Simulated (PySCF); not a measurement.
**Electron affinity of Ag by level of theory**

Ag⁻ [Kr] 4d10 5s2 (1S) → Ag [Kr] 4d10 5s1 (2S), as a difference of total energies. All numbers are calculated (PySCF 2.14, scalar relativity through the core potential, in aug-cc-pwCVDZ-PP with ECP28MDF (6s6p5d3f, 70 functions)). Correlated levels: valence: 4s2 4p6 frozen. The calculations carry no spin-orbit coupling.

| method | electron affinity (eV) |
| --- | --- |
| UHF | 0.101 |
| MP2 (valence) | 1.024 |
| SCS-MP2 (valence) | 1.040 |
| CCSD (valence) | 1.073 |
| CCSD(T) (valence) | 1.176 |

Task: How much does correlation contribute at CCSD(T) (valence)?

Result: 1.176 − (0.101) = 1.075 eV, measured against UHF.

Errors of the correlated levels include the incompleteness of this basis and the frozen core.

The coupled-cluster amplitudes are large for Ag⁻ (T1 above 0.03 or a double amplitude above 0.15), so a single reference is strained.

For comparison: 1.304 eV (measured; photodetachment measurements, as compiled on the Wikipedia data page of electron affinities).
